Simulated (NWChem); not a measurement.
Species: BaBr2; SMILES [Br][Ba][Br]

Program: NWChem. Structure relaxed at the PBE0/def2-SVP level. def2 effective core potentials on Ba; no spin-orbit coupling. Vertical excitations in the gas phase; the lowest state need not have the same character in each row.

For level PBE/def2-SVP, TDA:

| Quantity | Result |
|---|---|
| lowest excitation, singlet (eV) | 3.24 |
| lowest state with f > 0.02, singlet (eV) | 3.35 |
| orbital gap (eV) | 3.24 |

How do the values read with level PBE0/def2-SVP, TDA instead?

The lowest excitation, singlet (eV) is 4.00 and the lowest state with f > 0.02, singlet (eV) comes out as 4.11. The orbital gap (eV) comes out as 4.97.
